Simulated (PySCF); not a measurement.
Harmonic spectrum computed at PBE0 in the def2-TZVPD basis family (core potentials from Rb on, PySCF, no spin–orbit coupling):

```csv
symmetry,ω (cm⁻¹),"IR (km/mol, summed over degenerate members)"
a2'',821,422
e',847,303
a1',1675,0.0
e',1683,1623
```

Problem. Which molecule gave it? In each, all ligands are bound to the one heavy central atom.
A. CaH₃⁻ (singlet)
B. MnH₃⁻ (sextet)
C. SrH₃⁻ (singlet)
D. FeH₃⁻ (quintet)
E. BeH₃⁻ (singlet)

Solution. E. It has D3h symmetry with Be–H 1.426 Å (×3).
